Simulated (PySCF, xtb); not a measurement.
Acid–base and redox partners of O[SiH3]. All species are isolated molecules in the gas phase. One relaxed conformer stands for each flexible species; it need not be the lowest. Strings in code marks are SMILES.

Quantity: proton affinity at 298 K, in kcal/mol. Enthalpy corrections at 298 K come from GFN2-xTB frequencies (xtb).

Level: PBE-D3(BJ)/def2-TZVP // B3LYP-D3(BJ)/def2-TZVP (PySCF).

```csv
species,E (Ha),H(298 K) − E (Ha)
`O[SiH3]`,-366.95662,0.04160
`[OH2+][SiH3]`,-367.25017,0.05160
H+,0,0.00236
```

Problem. Work out the proton affinity at 298 K.

Solution. H = E + (H − E) for each species, with 5/2 RT for the lone particle. The enthalpy of the separated products less that of the bound species is 0.28591 Ha, or 179.4 kcal/mol.
